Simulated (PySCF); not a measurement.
**Levels of Re⁴⁶⁺ from EOM-EA-GCCSD**

Reference: closed-shell Re⁴⁷⁺, [Ar] 3d10; one electron is added. Calculated with PySCF 2.14, two-component X2C-1e with screened spin-orbit coupling, an uncontracted even-tempered set (18 s from 4 bohr⁻², ratio 2.6; 15 p from 5.2 bohr⁻², ratio 2.6; 10 d from 5.2 bohr⁻², ratio 2.6; 5 f from 5.4 bohr⁻², ratio 2.8); frozen [Ar]; the 98 highest virtual spinors dropped; of the others 70 kept and the rest restored at second order. No Breit or QED terms. Binding energies in eV.

| level | Koopmans |
| --- | --- |
| 4s1/2 | 2511.9 |
| 4p1/2 | 2410.9 |
| 4p3/2 | 2298.3 |

(1) How does correlation move these levels?

For comparison, the ionisation energy of Re⁴⁶⁺ is 2514.5 ± 0.3 eV (semi-empirical (NIST evaluation); NIST Atomic Spectra Database, ionization energies).

Results:

(1) 4s1/2: second order 2513.3, EOM-CCSD 2513.3; 4p1/2: second order 2412.3, EOM-CCSD 2412.3; 4p3/2: second order 2299.6, EOM-CCSD 2299.6.
